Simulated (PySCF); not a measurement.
A species of formula CH10Si3 has this rotational fingerprint, computed with PBE0-D3(BJ)/def2-SVP geometry optimisation, gas phase in PySCF:

| Quantity | Value |
| --- | --- |
| Rotational constants | A = 3450, B = 1947, C = 1388 MHz |
| Dipole components | \|μa\| = 0.00 D, \|μb\| = 0.98 D, \|μc\| = 0.17 D |
| Inertial defect | -41.85 u·Å² |
| κ | -0.46 |

Question: Which structure is it? (One computed conformer of each.)
A. `[SiH3]C([SiH3])[SiH3]`
B. `[SiH3:1][CH2:2][SiH2:3][SiH3:4]` with Si1–C2–Si3–Si4 -54°
C. `C[SiH]([SiH3])[SiH3]`

Answer: C. It is C[SiH]([SiH3])[SiH3], an asymmetric top, point group Cs. The candidates at the same level (rigid rotor, commonest isotopes):

```csv
SMILES,A (MHz),B (MHz),C (MHz),μa (D),μb (D),μc (D),Δ (u·Å²),point group,rotor
C[SiH]([SiH3])[SiH3],3450,1947,1388,0.00,0.98,0.17,-41.85,Cs,asymmetric top
[SiH3]C([SiH3])[SiH3],2814,2803,1524,0.00,0.00,0.70,-28.38,near C3v,–
[SiH3]C[SiH2][SiH3],4549,1660,1322,0.51,0.65,0.51,-33.11,C1,asymmetric top
```

`[SiH3]C[SiH2][SiH3]` has A 32 % too high; `[SiH3]C([SiH3])[SiH3]` has B 44 % too high. In the right answer the mirror of this Cs structure is the bc plane, so μa vanishes by symmetry. No structure here is proved a minimum.
